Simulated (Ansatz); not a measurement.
The first iterations of a band of CH4BFS (8 atoms, charge 0, multiplicity 1).

These are results of RKS PBE-D4/def2-SVP (Ansatz 0.2.0), not measurements.

| Quantity | Value |
| --- | --- |
| movable images | 5 |
| climbing image | yes |
| spring | 5.0 eV/Å² |
| optimiser | lbfgs |
| start path | through a guess of the saddle point |
| force threshold | 0.03 eV/Å |
| iteration limit | 60 |
| end points | relaxed |
| largest step | 0.02 Å |

Initial state:

```xyz
8
Properties=species:S:1:pos:R:3
B -0.610 0.049 -0.482
C 0.629 0.583 0.322
S -1.236 -1.660 -0.490
H -0.301 -2.149 0.368
F -1.303 0.904 -1.254
H 1.366 1.019 -0.387
H 0.308 1.422 0.978
H 1.148 -0.169 0.945
```

Final state:

```xyz
8
Properties=species:S:1:pos:R:3
B -1.715 -0.383 -1.218
C 1.044 0.295 0.727
S -2.069 -1.967 -1.109
H 0.496 -0.659 0.602
F -1.441 0.877 -1.311
H 1.440 0.628 -0.251
H 0.362 1.067 1.130
H 1.883 0.142 1.430
```

| iteration | highest image above the first end (eV) | largest band force component (eV/Å) |
| --- | --- | --- |
| 1 | 2.360 | 4.799 |
| 2 | 2.333 | 2.517 |
| 3 | 2.301 | 2.147 |
| 4 | 2.278 | 1.743 |
| 5 | 2.260 | 1.358 |
| 6 | 2.244 | 1.007 |
| 7 | 2.229 | 0.717 |
| 8 | 2.214 | 0.654 |
| 9 | 2.200 | 0.370 |
| 10 | 2.201 | 0.392 |
| 11 | 2.202 | 0.272 |
| 12 | 2.205 | 0.834 |
| 13 | 2.206 | 0.761 |
| 14 | 2.206 | 0.228 |
| 15 | 2.206 | 0.222 |
| 16 | 2.205 | 0.702 |
| 17 | 2.204 | 0.647 |
| 18 | 2.204 | 0.142 |
| 19 | 2.204 | 0.131 |
| 20 | 2.202 | 0.538 |

Task: Does the band converge within its limit, and where does its top end?

Result: It did not converge within its limit. It ended after 60 iterations with the highest image 2.191 eV above the first end. The band didn't meet its force threshold, so its energies are provisional: the largest band force was still 0.09 eV/Å, and over the last iterations the top stayed at 2.19 eV. The orbitals stay closed-shell, which can raise the energy where a bond breaks towards radicals; this wasn't checked here.

The run took 4.3 min on 2 threads of Arm Neoverse V2, with other jobs on the host, peak memory 0.12 GiB.
